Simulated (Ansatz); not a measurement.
CH6AlIn, SMILES `[AlH2][CH2][InH2]`. Total charge 0; spin multiplicity 1. In takes the def2 core potential.

Z-matrix (Å, degrees):
```
C
In 1 2.157
Al 1 1.929 2 115.9
H 1 1.095 2 105.0 3 -121.9
H 1 1.095 2 104.9 3 121.7
H 2 1.726 1 119.1 3 90.7
H 2 1.727 1 119.1 3 -89.8
H 3 1.590 1 120.1 2 88.3
H 3 1.590 1 120.2 2 -88.8
```

Question: What are the harmonic wavenumbers in cm⁻¹ at PBE0-D4/def2-TZVP (Ansatz, finite differences of forces, unscaled)? (An estimate is asked.)

Answer: Ansatz gave: 78, 108, 114, 341, 412, 436, 485, 591, 614, 677, 700, 783, 839, 898, 1354, 1806, 1809, 1909, 1912, 3052, 3130.

Question: Is this a minimum?

Answer: Yes, all 21 modes are real.

Question: Give the ideal-gas thermochemistry at 298.15 K and 1 bar (rigid rotor, harmonic oscillator; point group Cs, symmetry number 1).

Answer: Zero-point energy 131.9 kJ/mol; H(298) − E = 152.7 kJ/mol; entropy 350.5 J/(mol·K), of which translation 172.1, rotation 110.5, vibration 67.9; G(298) − E = 48.2 kJ/mol. Modes under 100 cm⁻¹ are hindered rotations or soft bends, so the harmonic entropy is rough.

Question: And at 400, 500, 600, 800 and 1000 K?

Answer: 
| T (K) | H − E (kJ/mol) | S (J/mol/K) | G − E (kJ/mol) |
| --- | --- | --- | --- |
| 400 | 164.4 | 384.1 | 10.7 |
| 500 | 177.3 | 413.0 | -29.2 |
| 600 | 191.4 | 438.7 | -71.8 |
| 800 | 222.3 | 482.9 | -164.1 |
| 1000 | 255.8 | 520.2 | -264.5 |

Question: Rotational constants (cm⁻¹)?

Answer: 0.5909, 0.05293, 0.05156.
